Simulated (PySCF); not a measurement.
## Excited states of `O=c1cccccc1C=S`, C$_{8}$H$_{6}$OS

Level of theory: TDA CAM-B3LYP/def2-SVPD excited states, vertical, gas phase (PySCF 2.14.0). Geometry: GFN2-xTB.

Input:
```
{"job": {"kind": "states", "xc": "CAM-B3LYP", "basis": "def2-SVPD", "tda": true, "soc": true, "nstates": 5, "ntriplets": 5, "nquad": 4}, "charge": 0, "multiplicity": 1}
O      1.187001    -2.189706    -0.868828
C      0.513723    -1.292706    -0.384738
C     -0.879536    -1.552382    -0.033834
C     -1.920432    -0.711235     0.158979
C     -1.942606     0.705369     0.105069
C     -0.876357     1.552637     0.062877
C      0.492289     1.224383     0.082853
C      1.128056     0.020614    -0.077742
C      2.563648    -0.025898     0.004541
S      3.544422     1.234549     0.331629
H     -1.084439    -2.616582    -0.003334
H     -2.884382    -1.170696     0.344311
H     -2.927063     1.154538     0.139991
H     -1.093168     2.613470     0.065551
H      1.165163     2.065950     0.223251
H      3.006084    -1.003361    -0.161988
```
Coordinates are in Å.

Command: `OMP_NUM_THREADS=1 python excited_run.py task.json out`

Q: Show the output.

A: H and L stand for HOMO and LUMO.
```
coarse grid: 15120 points
cycle   1  E = -780.9324960834  dE =  2.106e+00  |g| = 8.742e-01  |ddm| = 1.287e+01
cycle   2  E = -780.3990446507  dE =  5.335e-01  |g| = 1.841e+00  |ddm| = 5.961e+00
cycle   3  E = -781.1106707550  dE = -7.116e-01  |g| = 1.591e-01  |ddm| = 4.364e+00
cycle   4  E = -781.1144749213  dE = -3.804e-03  |g| = 1.233e-01  |ddm| = 8.290e-01
cycle   5  E = -781.1185303510  dE = -4.055e-03  |g| = 3.116e-02  |ddm| = 3.772e-01
cycle   6  E = -781.1188293778  dE = -2.990e-04  |g| = 1.005e-02  |ddm| = 1.499e-01
cycle   7  E = -781.1188871073  dE = -5.773e-05  |g| = 4.046e-03  |ddm| = 5.677e-02
cycle   8  E = -781.1188994634  dE = -1.236e-05  |g| = 1.783e-03  |ddm| = 2.587e-02
cycle   9  E = -781.1189020889  dE = -2.626e-06  |g| = 5.740e-04  |ddm| = 1.380e-02
final grid: 144856 points
cycle  10  E = -781.2381122354  dE = -3.852e-05  |g| = 2.891e-03  |ddm| = 2.055e-01
cycle  11  E = -781.2381118052  dE =  4.302e-07  |g| = 3.389e-03  |ddm| = 2.999e-02
cycle  12  E = -781.2381146077  dE = -2.803e-06  |g| = 7.906e-04  |ddm| = 1.345e-02
cycle  13  E = -781.2381147314  dE = -1.237e-07  |g| = 2.085e-04  |ddm| = 1.743e-03
cycle  14  E = -781.2381147451  dE = -1.365e-08  |g| = 9.346e-05  |ddm| = 9.550e-04
cycle  15  E = -781.2381147487  dE = -3.648e-09  |g| = 2.950e-05  |ddm| = 3.251e-04
cycle  16  E = -781.2381147498  dE = -1.104e-09  |g| = 1.706e-05  |ddm| = 1.811e-04
cycle  17  E = -781.2381147504  dE = -5.905e-10  |g| = 9.876e-06  |ddm| = 1.660e-04
converged SCF energy = -781.2381147504

Singlet excitations
state   eV       nm        f     d(h-e)  d(exc)  Lambda  PR(NTO)  |dmu|/D   mu/D   main configurations
  1   1.8216   680.6   0.00001   1.477   3.154   0.429   1.004    3.625    3.348   H->L 0.89, H->L+2 0.09
  2   3.4279   361.7   0.38353   0.733   3.537   0.769   1.100    2.112    6.657   H-1->L 0.93
  3   3.6151   343.0   0.00114   1.895   3.541   0.349   1.094    3.821    6.249   H-2->L 0.90
  4   4.1098   301.7   0.00627   1.329   3.068   0.384   1.038    2.843    2.783   H-2->L+1 0.59, H->L+1 0.22
  5   4.4547   278.3   0.04031   0.232   3.583   0.725   1.983                     H-3->L 0.53, H-1->L+1 0.36

Triplet excitations (Tamm-Dancoff)
state   eV     d(h-e)  d(exc)  Lambda  PR(NTO)   main configurations
  1   1.3810   1.358   3.034   0.427   1.005   H->L 0.85, H->L+2 0.12
  2   1.7357   0.234   3.217   0.779   1.135   H-1->L 0.91
  3   2.8667   0.110   2.838   0.758   1.733   H-3->L 0.63, H-1->L+1 0.15, H-1->L+2 0.11
  4   3.3866   1.129   3.268   0.463   1.753   H-2->L 0.53, H-1->L+1 0.21, H-2->L+1 0.08
  5   3.4697   0.513   3.100   0.592   1.923   H-1->L+1 0.41, H-2->L 0.21, H-2->L+1 0.09
S1 - T1 = 0.4405 eV

Spin-orbit couplings |<S|Hso|T>| (cm-1)
             T1       T2       T3       T4       T5
S0      149.056    2.053    2.238   19.243   15.924
S1        0.952   91.089   72.397   25.311   29.625
S2       70.462    2.519    4.283   18.613   16.361
S3       13.559   20.878   17.463    4.096    4.607
S4        4.240    4.540    7.422   15.546   29.484
S5       48.860    4.988    4.684    3.184    2.881
T1 sublevels (cm-1): 0.000 0.003 5.048   radiative rates (1/s): 0.0164 0.0624 5.59e+03
```

It took 87 s wall time on 1 thread of an Arm Neoverse V1, shared host, peak memory 1.1 GiB.
